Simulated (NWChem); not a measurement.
# BiF₂ cation; SMILES [Bi+]([F])[F]

```xyz
3

Bi     0.0000     0.0000     0.2354
F     -1.4676     0.0000    -1.0853
F      1.4676     0.0000    -1.0853
```
Atoms are numbered in this order, from 1.

The geometry was optimised at PBE0/def2-SVP. B3LYP is NWChem's, with the RPA form of VWN correlation. def2 effective core potentials on Bi; no spin-orbit coupling.

Symmetry labels are those of C2v in the frame above (b1 and b2, or b-type labels, depend on it).

**Question.** List the 6 lowest vertical singlet excitations from B3LYP/def2-SVPD with def2 effective core potentials on Bi, TDA (NWChem).

**Answer.** 
| state | energy (eV) | oscillator strength | symmetry | leading excitation (squared amplitude) |
|---|---|---|---|---|
| S1 | 4.55 | 0.015 | b2 | HOMO → LUMO (0.97) |
| S2 | 4.58 | 0.000 | a2 | HOMO−1 → LUMO (1.00) |
| S3 | 5.38 | 0.011 | b1 | HOMO−2 → LUMO (0.88) |
| S4 | 5.64 | 0.019 | b2 | HOMO−4 → LUMO (0.97) |
| S5 | 6.00 | 0.008 | a1 | HOMO−3 → LUMO (0.88) |
| S6 | 6.10 | 0.000 | a2 | HOMO−5 → LUMO (1.00) |
